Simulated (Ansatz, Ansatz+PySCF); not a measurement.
```yaml
atoms:
  - { symbol: N, position_ang: [0.0000, 0.0000, -0.6580] }
  - { symbol: O, position_ang: [0.0000, 0.0000, 0.5758] }
```

Basis set: def2-SVP (spherical functions). Correlated methods keep 2 orbitals frozen. Correlation on ROHF uses semicanonical orbitals with singles. Charge 0, multiplicity 2.

Computed with Ansatz (development build ahead of 0.2.0); each method stands on the lowest determinant of its kind that the runs found.

The atomization energy at this shape (free ground-state atoms in the same class of orbitals less the molecule, no zero-point energy) of doublet NO:

```csv
method,atomization energy
ROHF-CCSD(T),551.6 kJ/mol
ROHF-CCSD,517.7 kJ/mol
ROHF-MP2,598.4 kJ/mol
UHF-MP2,475.8 kJ/mol
UHF,178.0 kJ/mol
UHF-CCSD(T),547.6 kJ/mol
```

What does ROHF give?

157.1 kJ/mol. Caution: the shape is not the minimum. Caution for UHF-MP2: another reference gives a lower total. Caution for UHF-MP2, UHF: the determinant may break the point group. Caution for UHF-MP2, UHF, UHF-CCSD(T): the unrestricted determinant is spin contaminated.
